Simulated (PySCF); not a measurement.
Al(Me)(OMe)(NH2) (C2H8AlNO), SMILES C[O][Al]([CH3])[NH2]. Atoms are numbered in the order given.

```xyz
13

Al     0.1428     0.2002     0.4248
C      1.3543    -0.2620     1.8848
H      1.0603    -1.2261     2.3498
H      1.3756     0.5070     2.6835
H      2.3911    -0.3909     1.5100
O      0.0030    -0.9060    -0.8852
C     -0.6973    -0.9936    -2.0891
H     -1.3283    -0.0973    -2.3094
H      0.0012    -1.1173    -2.9498
H     -1.3771    -1.8780    -2.0955
N     -0.8135     1.7090     0.3997
H     -0.7876     2.4204     1.1332
H     -1.4626     1.9985    -0.3348
```
Charge 0, spin multiplicity 1.

Geometry: PBE-D3(BJ)/def2-SVP. One conformer was computed; it need not be the lowest.

Two levels are set side by side: PBE/pcSseg-1 (PySCF) and PBE0/pcSseg-1 (PySCF). GIAO shifts against H2O (¹⁷O), NH3 (¹⁵N), TMS (¹H), TMS (¹³C) at the same level; non-relativistic, no solvent, atoms listed together averaged. Differences are taken from unrounded values.

```json
[
 {"quantity": "δ(¹³C) of C2 (ppm)", "PBE": "-16.1"},
 {"quantity": "δ(¹⁷O) of O6 (ppm)", "PBE": "38.8"},
 {"quantity": "δ(¹³C) of C7 (ppm)", "PBE": "60.4"},
 {"quantity": "δ(¹H) of H8, H9, H10 (ppm)", "PBE": "4.54"},
 {"quantity": "δ(¹⁵N) of N11 (ppm)", "PBE": "29.9"}
]
```

These are the PBE values. What does PBE0 give? (The exact figures need the calculation; the answer reports its results.)


```tsv
quantity	PBE0	PBE minus PBE0
δ(¹³C) of C2 (ppm)	-15.2	-1.0
δ(¹⁷O) of O6 (ppm)	21.4	17.4
δ(¹³C) of C7 (ppm)	58.1	2.3
δ(¹H) of H8, H9, H10 (ppm)	4.34	0.19
δ(¹⁵N) of N11 (ppm)	24.3	5.6
```

Rough cost on one machine, each run with all the roots and properties that it gave: PBE0 against PBE within a factor of 2.
